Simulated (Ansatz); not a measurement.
Pulling on the Be1–F2 bond in BeF2 (SMILES [F][Be][F]) (multiplicity 1 held, fragments rigid). Energies count from the point at 1.381 Å.
Geometry at that point (charge 0, multiplicity 1):
```xyz
3

Be     0.000     0.000     0.000
F      0.000     0.000    -1.381
F      0.000     0.000     1.381
```

Signs of static correlation in aug-cc-pVTZ, from Ansatz (a first-principles code) runs.

```json
[
 {"R (Å)": "1.105", "T1 of restricted CCSD": "0.012", "⟨S²⟩ of UHF": "0.000", "largest double amplitude of restricted CCSD": "0.017"},
 {"R (Å)": "1.243", "T1 of restricted CCSD": "0.012", "⟨S²⟩ of UHF": "0.000", "largest double amplitude of restricted CCSD": "0.012"},
 {"R (Å)": "1.381", "T1 of restricted CCSD": "0.013", "⟨S²⟩ of UHF": "0.000", "largest double amplitude of restricted CCSD": "0.011"},
 {"R (Å)": "1.519", "T1 of restricted CCSD": "0.014", "⟨S²⟩ of UHF": "0.000", "largest double amplitude of restricted CCSD": "0.014"},
 {"R (Å)": "1.657", "T1 of restricted CCSD": "0.015", "⟨S²⟩ of UHF": "0.000", "largest double amplitude of restricted CCSD": "0.015"},
 {"R (Å)": "1.865", "T1 of restricted CCSD": "0.017", "⟨S²⟩ of UHF": "0.000", "largest double amplitude of restricted CCSD": "0.017"},
 {"R (Å)": "2.072", "T1 of restricted CCSD": "0.019", "⟨S²⟩ of UHF": "0.000", "largest double amplitude of restricted CCSD": "0.023"},
 {"R (Å)": "2.417", "T1 of restricted CCSD": "0.026", "⟨S²⟩ of UHF": "(withheld)", "largest double amplitude of restricted CCSD": "0.066"},
 {"R (Å)": "2.762", "T1 of restricted CCSD": "0.037", "⟨S²⟩ of UHF": "0.858", "largest double amplitude of restricted CCSD": "(withheld)"},
 {"R (Å)": "3.177", "T1 of restricted CCSD": "0.061", "⟨S²⟩ of UHF": "0.962", "largest double amplitude of restricted CCSD": "0.189"},
 {"R (Å)": "3.729", "T1 of restricted CCSD": "0.122", "⟨S²⟩ of UHF": "0.996", "largest double amplitude of restricted CCSD": "0.431"},
 {"R (Å)": "4.420", "T1 of restricted CCSD": "0.224", "⟨S²⟩ of UHF": "1.004", "largest double amplitude of restricted CCSD": "1.115"}
]
```

Complete the blanks.


- 2.417, ⟨S²⟩ of UHF: 0.465
- 2.762, largest double amplitude of restricted CCSD: 0.113

Doubts at one or more of the structures used: a restricted determinant that unrestricted orbitals would lower (R-CCSD(T)/aug-cc-pVTZ); T1 above 0.05 (R-CCSD(T)/aug-cc-pVTZ, U-CCSD(T)/aug-cc-pVTZ); other coupled-cluster roots lie near (R-CCSD(T)/aug-cc-pVTZ); a spin-contaminated determinant (U-CCSD(T)/aug-cc-pVTZ); the program's own flag: other amplitudes (U-CCSD(T)/aug-cc-pVTZ).
